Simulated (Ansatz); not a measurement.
A run on CH$_{2}$ClFZn, SMILES `[F][Zn][CH2]Cl` with other settings.

```yaml
crystal:
  periodic: [false, false, false]
  atoms:
    - {symbol: F, position_ang: [0.202756, -2.768707, 1.095156]}
    - {symbol: Zn, position_ang: [0.149877, -1.126142, 0.499848]}
    - {symbol: C, position_ang: [0.071010, 0.676799, -0.173742]}
    - {symbol: Cl, position_ang: [-1.201113, 0.769721, -1.432006]}
    - {symbol: H, position_ang: [1.006651, 0.987207, -0.636263]}
    - {symbol: H, position_ang: [-0.187082, 1.397222, 0.600906]}
basis:
  gaussian: {orbitals: cc-pVDZ}
total_charge: -1
magnetization: {spin_polarized: true, initial_magnetization: 1}
hamiltonian: {xc: {name: HF}}
correlation: {method: rpa}
scf: {lower_state_search: light}
```

```sh
$ ansatz run in.yaml --threads 4 --pin off --events-out ev --progress --plain --max-ram 10444MiB
```

Shortened log:

```
Functional definition: HF
1020 factors; integrals over basis functions are off by at most 1.0e-3 eV
mean field evaluation 1: about -64646.9764 eV, gradient 1.5e1 eV
mean field evaluation 2: about -64647.1427 eV, gradient 1.5e1 eV
mean field evaluation 4: about -64648.7672 eV, gradient 2.8e0 eV
mean field evaluation 8: about -64648.9021 eV, gradient 4.6e-1 eV
mean field evaluation 16: about -64648.9441 eV, gradient 1.2e-2 eV
mean field -64648.94413746 eV, -2375.8048764236 hartree, gradient 4.8e-6 eV, S^2 0.754705; 8 other end points of the search recorded, 0 dependent functions left out
12 core orbitals not correlated: weight in the atoms' cores, before any rotation towards them, 1.000 or more for the frozen orbitals, at most 0.000 for the correlated occupied ones
reference -64648.94413746 eV, -2375.8048764236 hartree; 21, 20 occupied and 66, 67 virtual orbitals, 1020 factors
Total energy: -64679.34834812 eV, -2376.9222105564 hartree
```

Run time 4.4 s (4 threads of an Arm Neoverse V1 on a shared host); peak host memory 0.31 GiB.
